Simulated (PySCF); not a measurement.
C7H9O (doublet state).
Geometry (GFN2-xTB, Å), atoms numbered from 1 in this order:
```xyz
17
C7H9O angstrom
C     -2.8241    0.5464    0.9003
C     -1.5303    0.3807    0.5499
C     -0.3865    0.9148    1.1853
C      0.7768    0.5086    0.5141
C      0.4395   -0.2807   -0.5522
O      1.2104   -0.8939   -1.4753
C      2.6023   -0.7154   -1.3572
C     -1.0489   -0.4348   -0.6284
H     -3.6225    0.0912    0.3425
H     -3.0968    1.1415    1.7533
H     -0.4075    1.5408    2.0577
H      1.7725    0.7875    0.8099
H      3.0511   -1.2743   -2.1762
H      2.9709   -1.1035   -0.4024
H      2.8734    0.3416   -1.4417
H     -1.4410   -0.0563   -1.5745
H     -1.3465   -1.4822   -0.5487
```

The hyperfine couplings belong to this conformer and change with its torsions.

As a line formula: `[CH2]C1=CC=C(OC)C1` [radical].

Computed with UKS B3LYP, pcH-1 on C H O, non-relativistic, mean-field spin-orbit, GIAO (PySCF). The structure is a single GFN2-xTB conformer in the gas phase; no vibrational or solvent corrections. The geometry wasn't refined by DFT: couplings that depend on bond lengths, twists or pyramidal angles can differ widely from those at the functional's own minimum. Stability of the SCF solution: not tested. ⟨S²⟩ is 0.781 where a pure state has 0.75.

(1) Give the principal g shifts and their parts.

(2) At 93.838 GHz, how far is the centre of the isotropic spectrum from where a free electron (g = 2.002319) resonates?

(3) What are the electron Larmor frequencies g μB B/h along the three axes at 340 mT?

(4) In a frozen sample, at which fields do the three g values resonate at 9.5, 34, 94 and 263 GHz (hyperfine left aside), and which band first spreads them over more than twice a line width of 0.5 mT?

## Answers

(1) 
```
                    Δg (ppm)     1     2     3
relativistic mass correction  -166  -166  -166
            gauge correction    -2    39    33
   orbital Zeeman/spin–orbit   -15   867  1126
                       total  -182   740   993
```

So g = 2.00214, 2.00306, 2.00331 and g_iso = 2.00284; the tensor is rhombic: the two nearest values differ by 21 % of g3 − g1. Axes: g2 points within 6° of the C5–O6 bond and g3 points within 2° of the C1–H9 bond.

(2) B = hν/(g μB) with μB/h = 13.99624 MHz/mT gives 3348.37 mT for the free electron and 3347.51 mT at g_iso, 0.86 mT lower.

(3) 9.5276, 9.5320, 9.5332 GHz for g1, g2 and g3, a range of 5.6 MHz.

(4) 
| band | GHz | B(g3) mT | B(g2) mT | B(g1) mT | spread mT |
| --- | --- | --- | --- | --- | --- |
| X | 9.5 | 338.82 | 338.86 | 339.01 | 0.20 |
| Q | 34.0 | 1212.60 | 1212.76 | 1213.31 | 0.71 |
| W | 94.0 | 3352.49 | 3352.91 | 3354.46 | 1.97 |
| J | 263.0 | 9379.84 | 9381.03 | 9385.35 | 5.50 |

The spread grows in proportion to the frequency. W band is the first where it exceeds 1.0 mT.

The Mulliken spin populations are largest on C3 (+0.55), C1 (+0.48), C5 (+0.36) and C2 (-0.21). Three atoms exceed +0.15. The positive populations add up to 1.46 and the negative ones to -0.46, together 2S = 1. The angles at C3 add up to 360.0°, so it is planar.

The HOMO–LUMO gaps are 4.28 eV among the α and 4.71 eV among the β orbitals.

Time: 78 s of wall time (grids of density and orbitals included); peak memory 0.97 GiB. Hardware: one thread, Arm Neoverse V1 (aarch64), no GPU, shared host with 32 logical CPUs at a one-minute load of 25.
